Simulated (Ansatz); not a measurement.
CH$_{5}$ClSiZn (`[CH3][Zn][SiH2]Cl`), relaxed with RKS PBE0-D4/def2-TZVP in Ansatz 0.2.0 from a PBE-D4/def2-SVP geometry. The force threshold is 0.005 eV/Å; the program also tests the step.

Total charge 0; spin multiplicity 1.

Start:

```xyz
9

C     0.725    0.949    1.875
Zn    0.068    0.033    0.282
Si   -0.734   -1.020   -1.699
Cl   -0.288    0.230   -3.342
H     1.370    0.288    2.490
H    -0.117    1.291    2.514
H     1.323    1.843    1.599
H    -0.119   -2.367   -1.999
H    -2.228   -1.247   -1.720
```

(1) By how much does the energy fall, and how many steps does the optimiser take? (Best estimate.)

(2) Which bonds change most? (An estimate is asked.)

(3) Give the relaxed structure. (Best estimate.)

Results:

(1) Ansatz gave: 2.82 kJ/mol, in 6 steps.

(2) Ansatz gave: Si3–Cl4 from 2.112 to 2.085 Å; Si3–H9 from 1.511 to 1.490 Å; Si3–H8 from 1.511 to 1.490 Å; C1–H7 from 1.110 to 1.093 Å.

(3) Ansatz gave: 
```xyz
9

C     0.725    0.951    1.875
Zn    0.059    0.046    0.284
Si   -0.739   -1.020   -1.692
Cl   -0.296    0.204   -3.321
H     1.358    0.285    2.466
H    -0.101    1.285    2.508
H     1.317    1.828    1.602
H    -0.112   -2.339   -1.989
H    -2.212   -1.240   -1.733
```
